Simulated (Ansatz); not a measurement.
Geometry optimisation, RKS PBE0/def2-SVP in Ansatz.

Input file:

```yaml
crystal:
  periodic: [false, false, false]
  atoms:
    - { symbol: "N", position_ang: [-0.54047, 1.90429, -1.31284] }
    - { symbol: Si, position_ang: [-0.60824, 0.43926, -0.63086] }
    - { symbol: Si, position_ang: [-1.94572, -1.44307, -0.60272] }
    - { symbol: Cl, position_ang: [0.98545, 0.15916, 0.58795] }
    - { symbol: H, position_ang: [0.1907, 2.58116, -1.15365] }
    - { symbol: H, position_ang: [-2.06453, -1.95415, -1.97561] }
    - { symbol: H, position_ang: [-3.28838, -1.05897, -0.14408] }
    - { symbol: H, position_ang: [-1.47461, -2.54238, 0.24957] }
basis:
  gaussian: { orbitals: def2-SVP }
hamiltonian:
  xc: pbe0
relax:
  f_tol: 0.015
  max_steps: 40
```

Command:

```bash
$ ansatz run input.yaml --threads 1 --pin off --max-ram 2048MiB --backend cpu --events-out ev --progress --plain --runs-dir out
```

Question: Where does it end, and by what steps?

Answer: The forces met the threshold. After 8 steps the energy has fallen by 0.453 eV; H5 moved furthest, 0.37 Å.

```csv
step,energy less start (eV),largest force component (eV/Å),accepted
0,0.0000,2.087,yes
1,-0.3716,0.846,yes
2,-0.4307,0.604,yes
3,-0.4298,0.795,no
4,-0.4432,0.112,yes
5,-0.4496,0.102,yes
6,-0.4525,0.067,yes
7,-0.4527,0.024,yes
8,-0.4528,0.003,yes
```

```xyz
8
Properties=species:S:1:pos:R:3
N -0.695 1.712 -1.323
Si -0.415 0.393 -0.477
Si -1.935 -1.371 -0.631
Cl 1.167 -0.016 0.800
H -0.122 2.551 -1.351
H -2.010 -1.804 -2.057
H -3.268 -0.884 -0.172
H -1.468 -2.495 0.229
```

Whether the end is a true minimum wasn't checked by a vibrational analysis.

The run took 86 s on 1 CPU thread of a shared host.
